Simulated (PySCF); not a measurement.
Compound: C3H5FSe.
Atom-mapped SMILES: `[CH2:1]=[C:2]([F:3])[CH2:4][SeH:5]` (hydrogens: H6, H7 on C1; H8, H9 on C4; H10 on Se5)

Cartesian coordinates in Å at the PBE0-D3(BJ)/def2-SVP level; atoms count from 1:
```
atom  x, y, z in Å
C1    -1.365    0.692   -0.491
C2    -0.293    0.512    0.275
F3     0.425    1.566    0.685
C4     0.251   -0.770    0.781
Se5    2.027   -1.201    0.049
H6    -1.666    1.696   -0.796
H7    -1.950   -0.164   -0.826
H8     0.329   -0.753    1.878
H9    -0.397   -1.605    0.488
H10    2.644    0.029    0.566
```

The closed-shell ground state was solved at several levels (PySCF, density fitting, gas phase). The calculation is non-relativistic and has no spin–orbit coupling, an omission that weighs most on selenium.

| level | basis functions | total energy (Eh) | HOMO (eV) | LUMO (eV) | gap (eV) | dipole (D) |
| --- | --- | --- | --- | --- | --- | --- |
| CAM-B3LYP/pcSseg-2 | 277 | -2618.8676 | -8.08 | 0.45 | 8.53 | 1.47 |
| PBE0/pcSseg-1 | 134 | -2617.8936 | -6.70 | -0.46 | 6.24 | 1.36 |
| B3LYP/pcJ-1 (pcSseg-1 on Se) | 199 | -2618.4901 | -6.42 | -0.65 | 5.77 | 1.36 |

**Question.** Estimate the row for wB97X-D/def2-SVPD, a basis of 164 functions; the other rows only guide the guess.

**Answer.** Total energy -2618.2456 Eh, HOMO -8.60 eV, LUMO 1.04 eV, gap 9.64 eV, dipole 1.49 D.

**Question.** Over all these levels, which gives the widest orbital gap and which the narrowest?

**Answer.** wB97X-D/def2-SVPD (range-separated hybrid) has the widest, 9.64 eV, and B3LYP/pcJ-1 (pcSseg-1 on Se) (global hybrid, 20 % exact exchange) the narrowest, 5.77 eV. Functional and basis both differ between the two, so the spread mixes both effects.

**Question.** How far do the dipole and the HOMO energy spread over the levels?

**Answer.** The dipole runs from 1.36 to 1.49 D (mean 1.42 D) and the HOMO from -8.60 to -6.42 eV.

One conformer stands for the species.

wB97X-D is run here without its empirical dispersion term; that term would change no orbital, density or response property at a fixed geometry.
